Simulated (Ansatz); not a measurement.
Species: C₄H₅BOS, SMILES `Bc1occc1S` (charge 0, multiplicity 1), formula C4H5BOS.

Problem. How many basis functions does frozen-core CCSD(T)/cc-pVTZ // PBE0-D3(BJ)/def2-SVP in Ansatz (a program for electronic structure) use, how many core orbitals are frozen, and how many electrons are correlated?

Solution. 284 basis functions and 11 frozen orbitals, which leaves 36 correlated electrons. Core time is of the order of minutes.
